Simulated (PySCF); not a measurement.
**How the method changes the constants of TbC**

State: decet, about 8.1 electrons in the 4f shell (Mulliken), real f orbitals that mix terms. Set-up: basis Tb x2c-SVPall, C x2c-SVPall; spin-free X2C with a Gaussian nucleus; PySCF 2.14. De refers to Tb (4f9 6s2) + C in their high-spin ground configurations, without counterpoise correction. The functionals are run spin-unrestricted. A positive dipole means Tb(−)C(+). Levels whose curve was spin-contaminated or gave no clean fit are not listed.

| Level | Re (Å) | ωe (cm⁻¹) | De (eV) | μ (D) |
| --- | --- | --- | --- | --- |
| PBE | 2.097 | 552 | 3.27 | -4.34 |
| TPSS | 2.099 | 548 | 3.24 | -4.44 |
| r²SCAN | 2.071 | 568 | 3.58 | -4.53 |
| PBE0 | 2.015 | 726 | 3.37 | -4.72 |
| HSE06 | 2.018 | 722 | 3.40 | -4.72 |
| BHandHLYP | 2.023 | 736 | 3.46 | -5.18 |

The bond length runs from 2.015 Å (PBE0) to 2.099 Å (TPSS). De spans 3.24 eV (TPSS, meta-GGA) to 3.58 eV (r²SCAN, meta-GGA).

These are scalar-relativistic numbers at best; spin–orbit coupling would shift them, the dissociation energy most. The state is the lowest single determinant that the PBE0 search found; with open d or f shells the true ground state can be another one.

The whole job (state search and all levels along the bond) took about 19 min on 2 threads of Arm Neoverse V1 (shared host), peak memory 2.7 GiB.
